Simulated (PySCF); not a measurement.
## Bonding in `F[C@@H]1C[C@]1(F)OC(F)(F)F`

Compound: C4H3F5O.
SMILES with atom numbers: `[F:1][C@@H:2]1[CH2:3][C@:4]1([F:5])[O:6][C:7]([F:8])([F:9])[F:10]` (hydrogens: H11 on C2; H12, H13 on C3)

Cartesian coordinates in Å at the GFN2-xTB level; atoms count from 1:
```xyz
13
C4H3F5O angstrom
F     -0.9258    1.7269    0.6517
C     -1.2423    0.6955   -0.1638
C     -1.6070   -0.6184    0.4761
C     -0.2971   -0.4693   -0.2241
F     -0.1394   -1.0721   -1.4307
O      0.8646   -0.5134    0.5329
C      1.9452    0.1102    0.0381
F      2.6007   -0.6264   -0.8620
F      2.7875    0.3529    1.0306
F      1.6691    1.2703   -0.5588
H     -1.7300    1.0411   -1.0666
H     -2.3624   -1.2269    0.0061
H     -1.5676   -0.6702    1.5529
```

Bond orders from the PBE0/pcSseg-1 density (PySCF). One conformer (not necessarily the lowest) at the GFN2-xTB geometry, without solvent, vibrations or thermal averaging.

Where do the orders between heavy atoms depart from those drawn in the SMILES?

The largest departure is 0.084, at C4–C2 (drawn single, 0.916), C2–C3 (drawn single, 0.918) and C4–O6 (drawn single, 0.919).

Give the Mayer order of every bond, beside its length.

```tsv
bond	drawn as	length (Å)	Mayer order
F1–C2	single	1.352	0.943
C2–C3	single	1.506	0.918
C3–C4	single	1.493	0.965
C4–F5	single	1.358	0.951
C4–O6	single	1.387	0.919
O6–C7	single	1.342	1.040
C7–F8	single	1.335	1.041
C7–F9	single	1.324	1.070
C7–F10	single	1.334	1.012
C4–C2	single	1.501	0.916
C2–H11	single	1.083	0.947
C3–H12	single	1.078	0.932
C3–H13	single	1.079	0.925
```

Bonds between the same two heavy elements. C–F: lowest F1–C2 (0.943, 1.352 Å), highest C7–F9 (1.070, 1.324 Å). C–C: lowest C4–C2 and C2–C3 (0.916, 1.501 Å), highest C3–C4 (0.965, 1.493 Å). C–O: lowest C4–O6 (0.919, 1.387 Å), highest O6–C7 (1.040, 1.342 Å). Bonds named together lie within 0.004.

Sum the orders of all bonds at each heavy atom with more than one neighbour and set the sums beside the valence in the SMILES.

C2 3.724 (drawn 4), C3 3.740 (drawn 4), C4 3.751 (drawn 4), O6 1.959 (drawn 2), C7 4.163 (drawn 4). Orders between atoms that aren't bonded are not in these sums.

The Mayer order sums products of elements of PS (density times overlap matrix) between the two atoms' basis functions, so it depends on the basis set.

The run behind these numbers computed NMR shieldings as well. The run took 42 s wall on an x86-64 server with one thread, shared host.
